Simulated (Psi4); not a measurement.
Psi4 input (wB97X-D/6-31G*):

```
memory 1500 MB

molecule {
-1 1
H     0.00000000    0.00000000    0.00000000
symmetry c1
no_reorient
no_com
}

set {
  basis 6-31G*
  reference rks
  scf_type pk
  dft_radial_points 99
  dft_spherical_points 590
  e_convergence 1e-8
  d_convergence 1e-7
  maxiter 150
}

e = energy('wb97x-d')
print_out(f'\nFINAL {e:.10f} DIPOLE {variable("CURRENT DIPOLE")[0]:.6f} {variable("CURRENT DIPOLE")[1]:.6f} {variable("CURRENT DIPOLE")[2]:.6f}\n')
```

Output:

```
   => Loading Basis Set <=

    Name: 6-31G*
    Role: ORBITAL
    Keyword: BASIS
    atoms 1 entry H          line    44 file 6-31gs.gbs

   => WB97X-D: Empirical Dispersion <=

    Chai and Head-Gordon Dispersion Correction
    Chai, J.-D.; Head-Gordon, M. (2010), J. Chem. Phys., 132: 6615-6620

        s6 =       1.000000

         ---------------------------------------------------------
                                   SCF
               by Justin Turney, Rob Parrish, Andy Simmonett
                          and Daniel G. A. Smith
                              RKS Reference
         ---------------------------------------------------------

  ==> Geometry <==

    Molecular point group: c1
    Geometry (in Angstrom), charge = -1, multiplicity = 1:

       Center              X                  Y                   Z               Mass
    ------------   -----------------  -----------------  -----------------  -----------------
         H            0.000000000000     0.000000000000     0.000000000000     1.007825032230

  Running in c1 symmetry.

  Rotational constants: A = ************  B = ************  C = ************ [cm^-1]
  Rotational constants: A = ************  B = ************  C = ************ [MHz]
  Nuclear repulsion =    0.000000000000000

  Charge       = -1
  Multiplicity = 1
  Electrons    = 2
  Nalpha       = 1
  Nbeta        = 1

  ==> Algorithm <==

  SCF Algorithm Type is PK.
  DIIS enabled.
  MOM disabled.
  Fractional occupation disabled.
  Guess Type is CORE.
  Energy threshold   = 1.00e-08
  Density threshold  = 1.00e-07
  Integral threshold = 1.00e-12

  ==> Primary Basis <==

  Basis Set: 6-31G*
    Blend: 6-31G*
    Number of shells: 2
    Number of basis functions: 2
    Number of Cartesian functions: 2
    Spherical Harmonics?: false
    Max angular momentum: 0

  ==> DFT Potential <==

   => LibXC <=

    Version 7.1.2
    S. Lehtola, C. Steigemann, M. J. T. Oliveira, and M. A. L. Marques,  SoftwareX 7, 1–5 (2018) (10.1016/j.softx.2017.11.002)

   => Composite Functional: WB97X-D <=

    wB97X-D Hyb-GGA Exchange-Correlation Functional

    J.-D. Chai and M. Head-Gordon,  Phys. Chem. Chem. Phys. 10, 6615–6620 (2008) (10.1039/B810189B)

    Deriv               =              1
    GGA                 =           TRUE
    Meta                =          FALSE

    Exchange Hybrid     =           TRUE
    MP2 Hybrid          =          FALSE

   => Exchange-Correlation Functionals <=

    1.0000   wB97X-D range-separated functional

   => Exact (HF) Exchange <=

    0.7780            HF,LR [omega = 0.2000]
    0.2220               HF

   => LibXC Density Thresholds  <==

    XC_HYB_GGA_XC_WB97X_D:  1.00E-14

   => Molecular Quadrature <=

    Radial Scheme          =       TREUTLER
    Pruning Scheme         =           NONE
    Nuclear Scheme         =       TREUTLER

    Blocking Scheme        =         OCTREE
    BS radius alpha        =              1
    Pruning alpha          =              1
    Radial Points          =             99
    Spherical Points       =            590
    Total Points           =          57230
    Total Blocks           =            495
    Max Points             =            256
    Max Functions          =              2
    Weights Tolerance      =       1.00E-15

  ==> Integral Setup <==

  Using in-core PK algorithm.
   Calculation information:
      Number of atoms:                   1
      Number of AO shells:               2
      Number of primitives:              4
      Number of atomic orbitals:         2
      Number of basis functions:         2

      Integral cutoff                 1.00e-12
      Number of threads:                 1

  Performing in-core PK
  Using 18 doubles for integral storage.
  We computed 6 shell quartets total.
  Whereas there are 6 unique shell quartets.

  Computing range-separated integrals for PK
  We computed 6 wK shell quartets total.
  Whereas there are 6 wK unique shell quartets.

  ==> DiskJK: Disk-Based J/K Matrices <==

    J tasked:                  Yes
    K tasked:                  Yes
    wK tasked:                 Yes
    Omega:               2.000E-01
    Schwarz Cutoff:          1E-12


  Cached 100.0% of DFT collocation blocks in 0.003 [GiB].

  Minimum eigenvalue in the overlap matrix is 3.4170795066E-01.
  Reciprocal condition number of the overlap matrix is 2.0606017547E-01.
    Using symmetric orthogonalization.

  ==> Pre-Iterations <==

  SCF Guess: Core (One-Electron) Hamiltonian.

   -------------------------------------------------------
    Irrep   Nso     Nmo     Nalpha   Nbeta   Ndocc  Nsocc
   -------------------------------------------------------
     A          2       2       1       1       1       0
   -------------------------------------------------------
    Total       2       2       1       1       1       0
   -------------------------------------------------------

  ==> Iterations <==

                        Total Energy        Delta E     RMS |[F,P]|

   @RKS iter   1:    -0.40759586453992   -4.07596e-01   1.29438e-01 ADIIS
   @RKS iter   2:    -0.45994368436015   -5.23478e-02   4.76524e-03 ADIIS/DIIS
   @RKS iter   3:    -0.46001859913534   -7.49148e-05   2.16215e-04 ADIIS/DIIS
   @RKS iter   4:    -0.46001875293834   -1.53803e-07   5.14463e-06 DIIS
   @RKS iter   5:    -0.46001875302543   -8.70903e-11   7.59058e-08 DIIS
  Energy and wave function converged.

  ==> Post-Iterations <==

   Electrons on quadrature grid:
      Ntotal   =    2.0000000000 ; deviation = -7.061e-14

    Orbital Energies [Eh]
    ---------------------

    Doubly Occupied:

       1A      0.103997

    Virtual:

       2A      1.329555

    Final Occupation by Irrep:
              A
    DOCC [     1 ]
    NA   [     1 ]
    NB   [     1 ]

  @RKS Final Energy:    -0.46001875302543

   => Energetics <=

    Nuclear Repulsion Energy =              0.0000000000000000
    One-Electron Energy =                  -0.9567988236001078
    Two-Electron Energy =                   0.7893750000124107
    DFT Exchange-Correlation Energy =      -0.2925949294377347
    Empirical Dispersion Energy =          -0.0000000000000000
    VV10 Nonlocal Energy =                  0.0000000000000000
    Total Energy =                         -0.4600187530254318

Computation Completed

Properties will be evaluated at   0.000000,   0.000000,   0.000000 [a0]

Properties computed using the SCF density matrix

 Multipole Moments:

 ------------------------------------------------------------------------------------
     Multipole            Electronic (a.u.)      Nuclear  (a.u.)        Total (a.u.)
 ------------------------------------------------------------------------------------

 L = 1.  Multiply by 2.5417464519 to convert [e a0] to [Debye]
 Dipole X            :          0.0000000            0.0000000            0.0000000
 Dipole Y            :          0.0000000            0.0000000            0.0000000
 Dipole Z            :          0.0000000            0.0000000            0.0000000
 Magnitude           :                                                    0.0000000

 ------------------------------------------------------------------------------------

FINAL -0.4600187530 DIPOLE 0.000000 0.000000 0.000000

*** Psi4 exiting successfully. Buy a developer a beer!
```

The dipole moment of an ion depends on the origin.
